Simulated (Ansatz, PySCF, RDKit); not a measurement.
Torsion H4–O1–Si2–S3 in H2OSSi (SMILES O[Si]S); at each angle all else is relaxed with GFN2-xTB, and the levels are single points there.
Geometry at 180° (charge 0, multiplicity 1):
```json
[
 {"atom": "O", "x (Å)": "-0.9806", "y (Å)": "0.4360", "z (Å)": "-0.7019"},
 {"atom": "Si", "x (Å)": "-0.0330", "y (Å)": "-0.8684", "z (Å)": "-0.3900"},
 {"atom": "S", "x (Å)": "1.7474", "y (Å)": "-0.0956", "z (Å)": "-1.3769"},
 {"atom": "H", "x (Å)": "-1.8890", "y (Å)": "0.5089", "z (Å)": "-0.4264"},
 {"atom": "H", "x (Å)": "1.2082", "y (Å)": "1.0547", "z (Å)": "-1.7536"}
]
```

On the grid 0° to 330°, 270° is the highest and 180° the lowest point at MP2/CBS(cc-pV(T+d)Z, cc-pV(Q+d)Z) + ΔCCSD(T)/cc-pV(T+d)Z.

Rows in 6-31G* carry no dispersion term and start afresh at each structure (6-31G* with six Cartesian d functions).

Codes used: Ansatz (Gaussian basis) for Hartree–Fock, density functionals and correlated methods; PySCF for 6-31G* rows; RDKit for the force fields. 

**Question.** Predict the energy at 270° less that at 180° from HF/cc-pV(D+d)Z.

**Answer.** 251 meV

**Question.** What energy at 270° less that at 180° does BP86/6-31G* give?

**Answer.** 273 meV

**Question.** Predict the energy at 270° less that at 180° from UFF.

**Answer.** 8 meV

Ansatz is a quantum-chemistry and plane-wave program.
